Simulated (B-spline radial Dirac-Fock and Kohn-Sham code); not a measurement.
# How the settings move the core levels of Rh

ΔSCF core binding energies without Breit or QED terms, calculated with a radial atomic solver. Keys: rel is the Hamiltonian (dirac, or spin-free x2c and nr, where L3 and M5 stand for the whole 2p and 3d shells), method is hf or an exchange,correlation pair (spin-unpolarised, also for the hole states), nuc the nuclear model, radius_factor scales its radius, rmax is the box in bohr, h the logarithmic mesh step, order the B-spline order, points the quadrature points per cell, c_factor scales the speed of light, and damp, ndamp, maxit and tol steer the iteration. The run stops when the commutator error falls below 10·tol·max(1, Z/10), or the numerical noise floor, and the energy has settled to about 1e-8 Ha; the virial ratio is −V/T.

Base input:

```json
{"items": [{"Z": 45, "q": 0, "cfg": [[1, 0, 2], [2, 0, 2], [2, 1, 6], [3, 0, 2], [3, 1, 6], [3, 2, 10], [4, 0, 2], [4, 1, 6], [4, 2, 8], [5, 0, 1]], "A": 103, "rrms": 4.4945, "do": "settings", "holes": ["K", "L3", "M5"],
  "settings": [{"rel": "dirac", "method": "hf", "nuc": "fermi", "radius_factor": 1.0, "rmax": 45.0, "h": 0.3, "order": 8, "points": 10, "c_factor": 1.0, "maxit": 60, "damp": 0.5, "ndamp": 3, "tol": 1e-08}]}]}
```

The ground state converged in 10 iterations, with total energy -4782.64583 Ha, virial ratio 1.95904 and highest orbital energy -6.21 eV. ΔSCF binding energies: K (1s) 23296.1 eV, L3 (2p3/2) 3018.2 eV. Holes are computed only in closed shells, and unreliable hole states are left out.

Changes from the base run:

```csv
changed setting,Δ total energy (Ha),Δ K (eV),Δ L3 (eV),iterations
rel = "nr"; h = 0.22; c_factor = 2.0,+96.80886,-660.98,+4.38,10
rmax = 30.0,0.00000,0.00,0.00,10
tol = 1e-06,0.00000,0.00,0.00,9
nuc = "sphere",+0.00009,0.00,0.00,10
"rel = "x2c"; method = "wc,pbe"; radius_factor = 0.8",+0.09431,+2.46,+31.14,11
"method = "wc,pbe"",?,?,?,?
radius_factor = 0.8,-0.02919,+0.34,0.00,10
h = 0.22,-0.00001,0.00,0.00,10
rel = "x2c"; nuc = "gauss"; radius_factor = 0.8,+1.42279,-17.12,+45.73,10
rmax = 60.0,0.00000,0.00,0.00,10
"rel = "nr"; method = "wc,pbe"; order = 5",+95.67105,-645.03,-10.49,10
h = 0.18,-0.00001,0.00,0.00,10
```

Q: What does the change method = "wc,pbe" do?

A: The total energy moves by -1.62463 Ha and the binding energies by K +19.98 eV, L3 -14.49 eV; the run takes 10 iterations.
